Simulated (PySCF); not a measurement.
# Two-photon absorption: `C/C=C/S(C)(=O)=O`, C4H8O2S

Molfile (atoms numbered from 1):
```
C4H8O2S
     RDKit          3D

 15 14  0  0  0  0  0  0  0  0999 V2000
   -2.6124   -0.4627    0.2211 C   0  0  0  0  0  0  0  0  0  0  0  0
   -1.2001   -0.4988   -0.2450 C   0  0  0  0  0  0  0  0  0  0  0  0
   -0.3324    0.4906   -0.1666 C   0  0  0  0  0  0  0  0  0  0  0  0
    1.3183    0.2709   -0.8152 S   0  0  0  0  0  6  0  0  0  0  0  0
    2.3670    0.2929    0.6699 C   0  0  0  0  0  0  0  0  0  0  0  0
    1.4135   -1.0325   -1.4157 O   0  0  0  0  0  0  0  0  0  0  0  0
    1.6551    1.4153   -1.6181 O   0  0  0  0  0  0  0  0  0  0  0  0
   -2.8577    0.4970    0.6679 H   0  0  0  0  0  0  0  0  0  0  0  0
   -3.2787   -0.6455   -0.6207 H   0  0  0  0  0  0  0  0  0  0  0  0
   -2.7830   -1.2537    0.9499 H   0  0  0  0  0  0  0  0  0  0  0  0
   -0.8575   -1.4224   -0.6945 H   0  0  0  0  0  0  0  0  0  0  0  0
   -0.5319    1.4710    0.2275 H   0  0  0  0  0  0  0  0  0  0  0  0
    3.3942    0.1737    0.3489 H   0  0  0  0  0  0  0  0  0  0  0  0
    2.0669   -0.5327    1.3015 H   0  0  0  0  0  0  0  0  0  0  0  0
    2.2343    1.2446    1.1672 H   0  0  0  0  0  0  0  0  0  0  0  0
  1  2  1  0
  2  3  2  0
  3  4  1  0
  4  5  1  0
  4  6  2  0
  4  7  2  0
  1  8  1  0
  1  9  1  0
  1 10  1  0
  2 11  1  0
  3 12  1  0
  5 13  1  0
  5 14  1  0
  5 15  1  0
M  END
```

Computed with PySCF 2.14.0, TDDFT wB97X-D/aug-cc-pVDZ excited states, vertical, gas phase. Geometry: GFN2-xTB.

Question: Give the one- and two-photon strengths of the lowest singlets.

Answer: δ for parallel linear polarisation; σ at the peak of a Lorentzian of half width 0.1 eV, single beam; Ω is circular over linear.
| state | E (eV) | f | photon λ (nm) | δ (au) | σ (GM) | Ω | main |
| --- | --- | --- | --- | --- | --- | --- | --- |
| S1 | 6.37 | 0.009 | 389 | 2.91 | 0.04 | 0.62 | HOMO→LUMO+1 0.67, HOMO−1→LUMO+1 0.15 |
| S2 | 6.88 | 0.094 | 360 | 0.8 | 0.01 | 1.25 | HOMO−1→LUMO+1 0.63, HOMO→LUMO+1 0.12 |
| S3 | 7.34 | 0.346 | 338 | 9.71 | 0.19 | 0.43 | HOMO−2→LUMO+1 0.72 |
| S4 | 7.47 | 0.006 | 332 | 5.12 | 0.10 | 1.34 | HOMO→LUMO 0.58, HOMO−1→LUMO 0.11 |
| S5 | 7.55 | 0.080 | 329 | 30.6 | 0.64 | 0.43 | HOMO−3→LUMO+1 0.79 |

Among these, the strongest one-photon state is S3, the strongest two-photon state S5, with a dipole change of 4.5 D (relaxed, norm of the difference vector).
